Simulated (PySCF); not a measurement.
**Deuteron quadrupole couplings in `CC(=O)N(C)[SiH2]N[SiH3]`**

C3H12N2OSi2.
Cartesian coordinates in Å at the GFN2-xTB level; atoms count from 1:
```xyz
20
C3H12N2OSi2 angstrom
C     -2.7570    1.0356   -0.2233
C     -1.3692    0.6675    0.2247
O     -0.6842    1.3948    0.9358
N     -0.8334   -0.4960   -0.1592
C     -1.5259   -1.4563   -0.9714
Si     0.7835   -0.6576    0.5444
N      1.8417    0.4859   -0.1879
Si     3.5695    0.5110   -0.0565
H     -3.0121    2.0152    0.1709
H     -2.8067    1.0561   -1.3103
H     -3.4744    0.3012    0.1385
H     -1.7781   -1.0386   -1.9497
H     -2.4472   -1.7929   -0.4878
H     -0.8766   -2.3151   -1.1167
H      0.6580   -0.6615    1.9977
H      1.2035   -1.9724    0.0507
H      1.4244    1.3993   -0.2891
H      4.0264   -0.8363   -0.3909
H      4.0179    1.5075   -1.0316
H      4.0349    0.8632    1.2892
```

Level: PBE0/pcSseg-1 (PySCF, non-relativistic); Q(2H) = 0.00286 b; rigid geometry, the same for H and D, with no vibrational averaging.

Question: Rank these positions by the coupling χzz of a deuteron there, largest first.
A. H12 (methyl hydrogen)
B. H14 (methyl hydrogen)
C. H17 (N–H hydrogen)
D. H18 (Si–H hydrogen)

Answer: C (284 kHz), B (207 kHz), A (201 kHz), D (109 kHz).

Give the electric field gradient Vzz (the principal value of largest size), its asymmetry and the 2H coupling at each hydrogen.

| atom | bonded to | bond length (Å) | Vzz (au) | η | χzz (kHz) |
| --- | --- | --- | --- | --- | --- |
| H9 | C1 | 1.086 | 0.3129 | 0.01 | 210 |
| H10 | C1 | 1.088 | 0.3122 | 0.03 | 210 |
| H11 | C1 | 1.088 | 0.3122 | 0.03 | 210 |
| H12 | C5 | 1.093 | 0.2985 | 0.06 | 201 |
| H13 | C5 | 1.094 | 0.2977 | 0.06 | 200 |
| H14 | C5 | 1.086 | 0.3080 | 0.07 | 207 |
| H15 | Si6 | 1.459 | 0.1638 | 0.05 | 110 |
| H16 | Si6 | 1.466 | 0.1570 | 0.07 | 106 |
| H17 | N7 | 1.009 | 0.4219 | 0.14 | 284 |
| H18 | Si8 | 1.461 | 0.1629 | 0.04 | 109 |
| H19 | Si8 | 1.465 | 0.1605 | 0.03 | 108 |
| H20 | Si8 | 1.467 | 0.1578 | 0.02 | 106 |

Average by the element that carries the hydrogen.

on C: 206 kHz over 6 positions, mean bond length 1.089 Å; on Si: 108 kHz over 5 positions, mean bond length 1.463 Å; on N: 284 kHz over 1 position, mean bond length 1.009 Å.

Give the 2H NMR doublet splittings at H15 for a magnetic field along the z, y and x axes of the gradient: 3χ/2, 3χ(1 + η)/4, 3χ(1 − η)/4.

With |χ| = 110.1 kHz and η = 0.054: 165, 87 and 78 kHz, to first order and without motion.

One conformer (not necessarily the lowest) at the GFN2-xTB geometry, without solvent, vibrations or thermal averaging. GFN2-xTB bond lengths can be off by several hundredths of an ångström, more for odd bonds, and the gradients follow them. With so small a basis the couplings can be 20 % off.
